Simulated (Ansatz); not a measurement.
**A barrier at the coupled-cluster level**

Start structure (SiNH6Cl2F, singlet), relaxed at PBE0-D4/def2-TZVP:

```xyz
11
angstrom
Si -0.2472 -0.0237 -1.1407
Cl -0.3930 -2.0514 0.0348
H 1.1004 -0.4272 -1.5564
H -1.5478 -0.3630 -1.7301
Cl -0.1462 1.9700 -1.9894
H 0.4700 0.4101 1.1461
N -0.3357 0.7349 0.5890
H 1.0494 -1.5128 1.2696
F 1.5644 -0.8854 1.7795
H -0.3469 1.7507 0.5279
H -1.1673 0.3977 1.0697
```

The step: SiH₂Cl₂ ([Cl][SiH2][Cl]) + NH₃ + HF → SiNH₄Cl ([NH2][SiH2][Cl]) + HCl + HF; bonds formed: Cl2–H8, H6–F9; bonds broken: Si1–Cl2, H6–N7, H8–F9. Computed with Ansatz 0.2.0 (basis: def2-TZVPP and def2-QZVPP); correlated methods freeze the cores. Extrapolation: Hartree–Fock as exp(−7.88 √X), correlation as X^−2.97. Energies below are by CCSD(T) at an estimated basis limit (MP2 extrapolated from triple and quadruple zeta, plus CCSD(T) − MP2 in triple zeta).

Problem. What are the electronic barrier and the energy of the step, from the start structure to the end structure? (An estimate is asked for; the value comes from the calculation.)

Solution. The calculation gives: Barrier 12.87 kcal/mol; step energy 5.14 kcal/mol (uphill); reverse barrier, their difference, 7.74 kcal/mol. Barrier and step energy count from the start structure, the reverse barrier from the end structure.

The saddle point: One imaginary mode of 752i cm⁻¹.
```csv
pair,start (Å),saddle (Å),end (Å)
Cl2–H8,1.97,1.44,1.30
H6–F9,1.81,1.18,0.98
Si1–Cl2,2.35,3.03,3.78
H6–N7,1.03,1.24,1.60
H8–F9,0.96,1.29,1.75
```

Zero-point energy (harmonic, PBE0-D4): ZPE is 45.78 kcal/mol at the start and 41.06 kcal/mol at the saddle, so the barrier goes from 12.87 to 8.15 kcal/mol.

T1 diagnostic: at most 0.010.

Labels in which every atom is bracketed show which atoms are joined, not bond orders.

For scale, one of the runs: CCSD(T)/def2-TZVPP, 272 basis functions, launched by `ansatz run in.yaml --threads 8 --pin off --events-out ev --progress --plain --max-ram 19148MiB`. Hardware: 8 CPU threads of an Arm Neoverse V1, shared host. Wall time 2.2 min; peak host memory 7 GiB.
